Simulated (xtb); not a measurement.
Job for xtb: GFN2-xTB on CH6OSi (SMILES CO[SiH3]), a point of a torsion scan.

```
$ xtb mol.xyz --gfn 2 --opt vtight --chrg 0 --uhf 0 --input xcontrol
9

C      1.26853652    -0.14212895     0.07223910
O      0.29847144     0.36636499    -0.79934592
Si     0.36777658    -0.54137539    -2.26418223
H      1.76284580    -0.96116843    -0.46488259
H      2.01488038     0.67854979     0.20311374
H      0.83969525    -0.41013989     1.04614036
H      1.59580698    -1.36030113    -2.28985621
H      0.32969870     0.43026559    -3.36107384
H     -0.77109668    -1.44871911    -2.26927946
$constrain
  force constant=1.0
  dihedral: 4,1,2,3,0.0
$end
```

The log:

```
[...]
           -------------------------------------------------
          |                Calculation Setup                |
           -------------------------------------------------



           -------------------------------------------------
          |                 G F N 2 - x T B                 |
           -------------------------------------------------

        Reference                      10.1021/acs.jctc.8b01176
      * Hamiltonian:
        H0-scaling (s, p, d)           1.850000    2.230000    2.230000
        zeta-weighting                 0.500000
      * Dispersion:
        s8                             2.700000
        a1                             0.520000
        a2                             5.000000
        s9                             5.000000
      * Repulsion:
        kExp                           1.500000    1.000000
        rExp                           1.000000
      * Coulomb:
        alpha                          2.000000
        third order                    shell-resolved
        anisotropic                    true
        a3                             3.000000
        a5                             4.000000
        cn-shift                       1.200000
        cn-exp                         4.000000
        max-rad                        5.000000


          ...................................................
          :                      SETUP                      :
          :.................................................:
          :  # basis functions                  24          :
          :  # atomic orbitals                  23          :
          :  # shells                           13          :
          :  # electrons                        20          :
          :  max. iterations                   250          :
          :  Hamiltonian                  GFN2-xTB          :
          :  restarted?                      false          :
          :  GBSA solvation                  false          :
          :  PC potential                    false          :
          :  electronic temp.          300.0000000     K    :
          :  accuracy                    1.0000000          :
          :  -> integral cutoff          0.2500000E+02      :
          :  -> integral neglect         0.1000000E-07      :
          :  -> SCF convergence          0.1000000E-05 Eh   :
          :  -> wf. convergence          0.1000000E-03 e    :
          :  Broyden damping             0.4000000          :
          :  net charge                          0          :
          :  unpaired electrons                  0          :
          ...................................................

 iter      E             dE          RMSdq      gap      omega  full diag
   1    -11.0058349 -0.110058E+02  0.766E+00    7.07       0.0  T
   2    -11.0997189 -0.938840E-01  0.361E+00    5.64       1.0  T
   3    -11.1017702 -0.205135E-02  0.228E+00    6.04       1.0  T
   4    -11.1023666 -0.596320E-03  0.853E-01    5.88       1.0  T
   5    -11.1021949  0.171688E-03  0.506E-01    6.03       1.0  T
   6    -11.1027347 -0.539840E-03  0.115E-01    5.93       1.0  T
   7    -11.1027367 -0.200101E-05  0.251E-02    5.92       1.3  T
   8    -11.1027366  0.124116E-06  0.136E-02    5.93       2.5  T
   9    -11.1027368 -0.227130E-06  0.933E-03    5.92       3.6  T
  10    -11.1027372 -0.347359E-06  0.169E-03    5.92      19.7  T
  11    -11.1027372 -0.898400E-08  0.300E-04    5.92     111.2  T
  12    -11.1027372 -0.168574E-09  0.134E-04    5.92     247.9  T

   *** convergence criteria satisfied after 12 iterations ***

         #    Occupation            Energy/Eh            Energy/eV
      -------------------------------------------------------------
         1        2.0000           -0.7564734             -20.5847
       ...           ...                  ...                  ...
         4        2.0000           -0.5259092             -14.3107
         5        2.0000           -0.5220730             -14.2063
         6        2.0000           -0.5153448             -14.0232
         7        2.0000           -0.4486978             -12.2097
         8        2.0000           -0.4446234             -12.0988
         9        2.0000           -0.4232597             -11.5175
        10        2.0000           -0.4089275             -11.1275 (HOMO)
        11                         -0.1913036              -5.2056 (LUMO)
        12                         -0.1796660              -4.8890
        13                         -0.1718079              -4.6751
        14                         -0.0470984              -1.2816
        15                         -0.0356578              -0.9703
       ...                                ...                  ...
        23                          0.6879515              18.7201
      -------------------------------------------------------------
                  HL-Gap            0.2176239 Eh            5.9218 eV
             Fermi-
[...]
 0 min,  0.000 sec (  0.894%)
 classical contributions        ...        0 min,  0.000 sec (  0.377%)
 integral evaluation            ...        0 min,  0.001 sec ( 30.157%)
 iterations                     ...        0 min,  0.001 sec ( 22.040%)
 molecular gradient             ...        0 min,  0.001 sec ( 41.322%)
 printout                       ...        0 min,  0.000 sec (  2.696%)

         :::::::::::::::::::::::::::::::::::::::::::::::::::::
         ::                     SUMMARY                     ::
         :::::::::::::::::::::::::::::::::::::::::::::::::::::
         :: total energy             -11.038894893314 Eh    ::
         :: gradient norm              0.000027407506 Eh/a0 ::
         :: HOMO-LUMO gap              6.442347632674 eV    ::
         ::.................................................::
         :: SCC energy               -11.139242097071 Eh    ::
         :: -> isotropic ES            0.030673373061 Eh    ::
         :: -> anisotropic ES          0.003907430466 Eh    ::
         :: -> anisotropic XC          0.000807334178 Eh    ::
         :: -> dispersion             -0.003861511669 Eh    ::
         :: repulsion energy           0.100347201496 Eh    ::
         :: add. restraining           0.000000002262 Eh    ::
         :: total charge              -0.000000000000 e     ::
         :::::::::::::::::::::::::::::::::::::::::::::::::::::

           -------------------------------------------------
          |                Property Printout                |
           -------------------------------------------------

    * Orbital Energies and Occupations

         #    Occupation            Energy/Eh            Energy/eV
      -------------------------------------------------------------
         1        2.0000           -0.7542470             -20.5241
         2        2.0000           -0.6668891             -18.1470
         3        2.0000           -0.6028258             -16.4037
         4        2.0000           -0.5359586             -14.5842
         5        2.0000           -0.5338285             -14.5262
         6        2.0000           -0.5224828             -14.2175
         7        2.0000           -0.4450845             -12.1114
         8        2.0000           -0.4421838             -12.0324
         9        2.0000           -0.4170731             -11.3491
        10        2.0000           -0.4080343             -11.1032 (HOMO)
        11                         -0.1712824              -4.6608 (LUMO)
        12                         -0.1586484              -4.3170
        13                         -0.1524769              -4.1491
        14                         -0.0384009              -1.0449
        15                         -0.0087719              -0.2387
        16                          0.1217479               3.3129
        17                          0.1468414               3.9958
        18                          0.1993243               5.4239
        19                          0.2012288               5.4757
        20                          0.4827683              13.1368
        21                          0.6862641              18.6742
       ...                                ...                  ...
        23                          0.7818824              21.2761
      -------------------------------------------------------------
                  HL-Gap            0.2367519 Eh            6.4423 eV
             Fermi-level           -0.2896583 Eh           -7.8820 eV

     #   Z          covCN         q      C6AA      α(0)
     1   6 C        3.676     0.048    19.995     6.407
     2   8 O        1.621    -0.367    20.237     6.072
     3  14 Si       3.577     0.496    98.563    19.090
     4   1 H        0.924     0.024     2.674     2.557
     5   1 H        0.924     0.044     2.401     2.423
     6   1 H        0.924     0.044     2.402     2.424
     7   1 H        0.917    -0.099     5.517     3.673
     8   1 H        0.921    -0.091     5.250     3.583
     9   1 H        0.917    -0.098     5.512     3.672

 Mol. C6AA /au·bohr⁶  :        919.888564
 Mol. C8AA /au·bohr⁸  :      27947.506988
 Mol. α(0) /au        :         49.901585


Wiberg/Mayer (AO) data.
largest (>0.10) Wiberg bond orders for each atom

 ---------------------------------------------------------------------------
     #   Z sym  total        # sym  WBO       # sym  WBO       # sym  WBO
 ---------------------------------------------------------------------------
     1   6 C    3.950 --     2 O    0.999     4 H    0.990     5 H    0.979
                             6 H    0.979
     2   8 O    2.273 --     3 Si   1.162     1 C    0.999
     3  14 Si   3.862 --     2 O    1.162     7 H    0.895     9 H    0.895
                             8 H    0.893
     4   1 H    0.999 --     1 C    0.990
     5   1 H    0.998 --     1 C    0.979
     6   1 H    0.998 --     1 C    0.979
     7   1 H    0.990 --     3 Si   0.895
     8   1 H    0.992 --     3 Si   0.893
     9   1 H    0.990 --     3 Si   0.895
 ---------------------------------------------------------------------------

Topologies differ in total number of bonds
Writing topology from bond orders to xtbtopo.mol

molecular dipole:
                 x           y           z       tot (Debye)
 q only:        0.077      -0.310       0.127
   full:        0.157      -0.305       0.384       1.310
molecular quadrupole (traceless):
                xx          xy          yy          xz          yz          zz
 q only:       -0.286      -0.570      -1.198       1.022       1.346       1.484
  q+dip:        1.929      -0.737       0.522       0.020       0.559      -2.451
   full:        1.158      -0.730      -0.738       1.000       0.528      -0.420

           -------------------------------------------------
          |                Geometry Summary                 |
           -------------------------------------------------

      molecular mass/u    :       62.1432840
   center of mass at/Å    :        0.7404610      -0.2539242      -1.4467481
  moments of inertia/u·Å² :        0.1345939E+02   0.9242085E+02   0.9705876E+02
rotational constants/cm⁻¹ :        0.1252481E+01   0.1824007E+00   0.1736848E+00

 * 8 selected distances

     #   Z          #   Z                                           value/Å
     1   6 C        2   8 O                                       1.3938877
     2   8 O        3  14 Si                                      1.6192021 (max)
     1   6 C        4   1 H                                       1.0914300 (min)
     1   6 C        5   1 H                                       1.0928627
     1   6 C        6   1 H                                       1.0928878
     3  14 Si       7   1 H                                       1.4671882
     3  14 Si       8   1 H                                       1.4519062
     3  14 Si       9   1 H                                       1.4672074

 * 4 distinct bonds (by element types)

   Z      Z             #   av. dist./Å        max./Å        min./Å
   1 H    6 C           3     1.0923935     1.0928878     1.0914300
   6 C    8 O           1     1.3938877     1.3938877     1.3938877
   1 H   14 Si          3     1.4621006     1.4672074     1.4519062
   8 O   14 Si          1     1.6192021     1.6192021     1.6192021


optimized geometry written to: xtbopt.xyz


           -------------------------------------------------
          | TOTAL ENERGY              -11.038894893314 Eh   |
Note: The following floating-point exceptions are signalling: IEEE_UNDERFLOW_FLAG IEEE_DENORMAL
normal termination of xtb
          | GRADIENT NORM               0.000027407506 Eh/α |
          | HOMO-LUMO GAP               6.442347632674 eV   |
           -------------------------------------------------

------------------------------------------------------------------------
------------------------------------------------------------------------
 total:
 SCF:
 ANC optimizer:
```

The run finished.

Warnings raised: the energy holds the restraint's term.

Cost: around 0.17 core-seconds (rough).
